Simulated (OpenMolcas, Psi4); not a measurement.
A ladder of methods for InHCl (SMILES [Cl][InH])

InHCl: 3 atoms, total charge 0, spin state doublet. SMILES: `[Cl][InH]`. The shape is that of a PBE0-D4/def2-TZVP optimisation.

```jsonl
{"atom": "Cl", "x (Å)": "-1.6498", "y (Å)": "0.3968", "z (Å)": "-0.8674"}
{"atom": "In", "x (Å)": "0.4095", "y (Å)": "0.5424", "z (Å)": "0.2861"}
{"atom": "H", "x (Å)": "1.2294", "y (Å)": "-1.0039", "z (Å)": "0.5681"}
```

Quantity: the dipole moment, in D. The values are calculated.

```json
{"level": "USVWN5/def2-TZVPP (core potential)", "kind": "LDA", "program": "OpenMolcas", "value (D)": "2.61", "CPU time": "27 s"}
{"level": "UM06-L/def2-TZVPP (core potential)", "kind": "meta-GGA", "program": "OpenMolcas", "value (D)": "2.81", "CPU time": "43 s"}
{"level": "UTPSS/def2-TZVPP (core potential)", "kind": "meta-GGA", "program": "OpenMolcas", "value (D)": "2.68", "CPU time": "47 s"}
{"level": "UBHLYP/def2-TZVPP (core potential)", "kind": "global hybrid", "program": "OpenMolcas", "value (D)": "3.00", "CPU time": "36 s"}
{"level": "UM06-2X/def2-TZVPP (core potential)", "kind": "hybrid meta-GGA", "program": "Psi4", "value (D)": "2.97", "CPU time": "53 s"}
{"level": "UPBE0/def2-TZVPP (core potential)", "kind": "global hybrid", "program": "OpenMolcas", "value (D)": "2.83", "CPU time": "33 s"}
{"level": "UTPSSh/def2-TZVPP (core potential)", "kind": "hybrid meta-GGA", "program": "Psi4", "value (D)": "2.77", "CPU time": "67 s"}
{"level": "U-wB97X-V/def2-TZVPP (core potential)", "kind": "range-separated hybrid", "program": "Psi4", "value (D)": "2.93", "CPU time": "45 s"}
```

The values span 2.61 to 3.00 D. Magnitudes only. CPU times are rough (shared hosts, several kinds of processor and program).
